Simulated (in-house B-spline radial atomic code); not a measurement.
Configurations of the zinc ion Zn⁵⁺, with energies counted from [Ar] 3d7. Level of theory: non-relativistic CAM-B3LYP, spin-polarised, spherical fractional occupations, exact exchange averaged over the configuration, point nucleus; calculated with a B-spline radial code for spherical atoms. Shells without spins written out take the highest spin.

Occupations are held fixed; configurations that lie above the ionisation limit could autoionise.

```tsv
configuration	E - E(ref) (eV)	highest orbital	its <r> (bohr)
[Ne] 3s2 3p5 3d7 4s1	109.45	4s up	1.699
[Ne] 3s2 3p5 3d7 4p1	120.94	4p up	1.849
[Ne] 3s2 3p5 3d7 4d1	138.51	4d up	2.228
[Ne] 3s2 3p5 3d7 4f1	152.55	4f up	2.772
```

(1) Order these further configurations by energy, lowest first.
A. [Ar] 3d6 4p1
B. [Ar] 3d6 4f1
C. [Ar] 3d6 4s1
D. [Ne] 3s2 3p5 3d8
E. [Ar] 3d6 4d1

## Answers

(1) C (34.317 eV), A (45.792 eV), E (63.305 eV), D (75.23 eV), B (77.332 eV).
